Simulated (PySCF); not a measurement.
# Hf²⁺: excitation energy

Hf²⁺ [Xe] 4f14 5d2 (3F) → Hf²⁺ [Xe] 4f14 5d1 6p1 (high-spin determinant), as a difference of total energies. Calculation: PySCF 2.14, in ANO-RCC-VTZP (8s7p5d3f2g1h, 104 functions); the spin-free X2C one-electron Hamiltonian (Gaussian nucleus). Correlated levels: valence and next inner shell: [Kr] 4d10 4f14 frozen. The calculations carry no spin-orbit coupling.

| method | excitation energy (eV) |
| --- | --- |
| UHF | 5.669 |
| MP2 (valence and next inner shell) | 5.726 |
| SCS-MP2 (valence and next inner shell) | 5.736 |
| CCSD (valence and next inner shell) | 5.750 |
| CCSD(T) (valence and next inner shell) | 5.745 |

Task: How much does correlation contribute at CCSD(T) (valence and next inner shell)?

Result: 5.745 − (5.669) = 0.076 eV, measured against UHF.

A first-order spin-orbit estimate (lowest level to lowest level, LS coupling) adds -0.171 eV.

The basis was made for the ground configuration and has no added diffuse functions, so the excitation energy can come out too high.

The determinant of the upper state mixes LS terms, which raises its energy above the lowest term, most at the Hartree-Fock and MP2 levels.
